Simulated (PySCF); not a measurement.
W(NH)(S)(Cl)(OH) (ClH2NOSW), SMILES [Cl][W](=[S])([OH])=[NH], multiplicity 1.

Coordinates come from a B3LYP-D3(BJ)/def2-SVP optimisation. The spin state was assumed, not searched. The structure was generated by enumeration; whether it is a known compound was not checked. The def2 effective core potentials stand for the cores of W; spin–orbit coupling is left out. One conformer was computed; it need not be the lowest.

Calculation: PySCF with ωB97X/def2-TZVP.

| Quantity | Result |
|---|---|
| total energy | -1056.89322 hartree |
| highest occupied level | -9.78 eV |
| lowest empty level | -0.48 eV |
| orbital gap | 9.30 eV |
| dipole moment | 0.720 e·Å |
| quadrupole, principal values (traceless, Buckingham form, about the centre of nuclear charge) | -9.49, 3.25, 6.25 D·Å |
| mean static polarisability | 82.2 bohr³ (12.18 Å³) |
| polarisability, principal values | 68.7, 80.0, 97.8 bohr³ |
